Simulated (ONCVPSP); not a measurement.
## aluminium, ONCV: configuration errors across variants

Al (Z = 13), optimised norm-conserving Vanderbilt (ONCV), made with ONCVPSP 4.0.1 (LDA (Perdew-Wang 92), scalar-relativistic). Core [Ne], reference 3s2 3p1. Waves: 3s: rc 2.30 bohr, ncon 4, nbas 8, qcut 2.7 1/bohr, 2 projectors, debl 1 Ha; 3p: rc 2.15 bohr, ncon 4, nbas 8, qcut 4.3 1/bohr, 1 projector; d scattering state at 0.02 Ha: rc 2.30 bohr, ncon 4, nbas 8, qcut 3.5 1/bohr, 2 projectors, debl 2 Ha. Local part: polynomial inside 2.05 bohr (lpopt 3, dvloc0 0 Ha). Core correction: polynomial model core, fcfact 0.3.

All-electron excitation energies from the reference (eV): (1) 3s2 3p0 5.841; (2) 3s1 3p0 25.211; (3) 3s2 3p0.5 2.122; (4) 3s1 3p1 11.660.

Errors AE − PS in meV (a dash: test not solved or not reliable):

```csv
change,(1),(2),(3),(4),bound ghosts,GHOST(+) flags above zero
base,+2.2,-4.3,+0.3,-9.3,none,none
"local potential polynomial inside 2.05 bohr (lpopt 3, dvloc0 -2.5 Ha)",+2.2,-4.3,+0.4,-7.2,none,s
"local potential polynomial inside 2.05 bohr (lpopt 3, dvloc0 4 Ha)",+2.2,-4.3,+0.2,-11,none,none
"local potential polynomial inside 2.05 bohr (lpopt 3, dvloc0 5.5 Ha)",+2.2,-4.3,+0.2,-11,none,none
"local potential polynomial inside 2.05 bohr (lpopt 3, dvloc0 7.5 Ha)",+2.2,-4.4,+0.2,-12,none,s
"local potential polynomial inside 2.05 bohr (lpopt 3, dvloc0 9 Ha)",+2.2,-4.3,+0.2,-12,none,s
```

**Question.** Give the same row for: local potential polynomial inside 2.05 bohr (lpopt 3, dvloc0 1 Ha).

**Answer.** +2.2, -4.3, +0.3, -10; bound ghosts: none; GHOST(+) flags above zero: none.
